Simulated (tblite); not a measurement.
C8H9O (doublet state).
Atom-mapped SMILES: `[CH2:1]=[C:2][C:3]1=[CH:4][C:5](=[O:6])[CH2:7][CH2:8][CH2:9]1` (hydrogens: H10, H11 on C1; H12 on C4; H13, H14 on C7; H15, H16 on C8; H17, H18 on C9)

Computed geometry: GFN2-xTB, gas phase. This method treats the open shell by occupation alone, without spin polarisation.

**Question.** Give the optimised bond lengths and angles.

**Answer.** 
| bond | length (pm) |
| --- | --- |
| C1=C2 | 128.6 |
| C2–C3 | 133.9 |
| C3=C4 | 140.0 |
| C4–C5 | 143.5 |
| C5=O6 | 122.5 |
| C5–C7 | 151.9 |
| C7–C8 | 152.3 |
| C8–C9 | 152.4 |
| C3–C9 | 151.1 |
| C1–H10 | 108.1 |
| C1–H11 | 108.1 |
| C4–H12 | 108.1 |
| C7–H13, C7–H14 | 109.3 |
| C8–H15, C8–H16 | 109.2 |
| C9–H17, C9–H18 | 109.3 |

Bonds in one row agree within 1 pm and their mean is given. A selection of angles:
| angle | degrees |
| --- | --- |
| C1–C2–C3 | 179.1 |
| C2–C3–C4 | 121.2 |
| C2–C3–C9 | 119.4 |
| C4–C3–C9 | 119.4 |
| C3–C4–C5 | 123.8 |
| C4–C5–O6 | 122.1 |
| C4–C5–C7 | 116.4 |
| O6–C5–C7 | 121.5 |
| C5–C7–C8 | 111.9 |
| C7–C8–C9 | 109.7 |
| C3–C9–C8 | 109.9 |

Torsions: C2–C3–C4–C5 179° (antiperiplanar); C3–C4–C5–O6 -178° (antiperiplanar); C4–C5–C7–C8 29° (synperiplanar); C5–C7–C8–C9 -58° (synclinal); C7–C8–C9–C3 57° (synclinal); C2–C3–C9–C8 151° (antiperiplanar). The mirror-image conformer, all signs reversed, is as good.

C3 (carbon bonded to 3 C) is planar (angles 121.2°, 119.4° and 119.4°, sum 360.0°, 0.00 Å off the plane of its three neighbours). C4 (carbon bonded to 2 C and H) is planar (angles 123.8°, 119.3° and 116.9°, sum 360.0°, 0.00 Å off the plane of its three neighbours). The 6-membered ring C3–C4–C5–C7–C8–C9 has internal angles of 109.7° to 123.8°; it is puckered, 0.21 Å rms from its mean plane, widest ring torsion 58°. Of the pairs four or more bonds apart, C4···H16 is among the closest relative to their van der Waals radii: 2.97 Å, 102 % of the sum of Bondi's values. C1 (carbon bonded to C and 2 H) is planar (angles 122.4°, 122.3° and 115.3°, sum 360.0°, 0.00 Å off the plane of its three neighbours). The 8 C–C bonds span 1.286 Å (C1=C2, drawn double in a drawing that doesn't fit all lengths) to 1.524 Å (C8–C9, drawn single in a drawing that doesn't fit all lengths), a spread of 0.238 Å. C5 (carbon bonded to 2 C and O) is planar (angles 122.1°, 121.5° and 116.4°, sum 360.0°, 0.01 Å off the plane of its three neighbours).

Point group: C1 (no symmetry element, even within 0.4 Å). Its GFN2-xTB frequencies are all real (lowest 73 cm⁻¹).

The run took 0.4 s on an Arm Neoverse V2 with one thread, on a shared host. These figures are those of the optimisation.
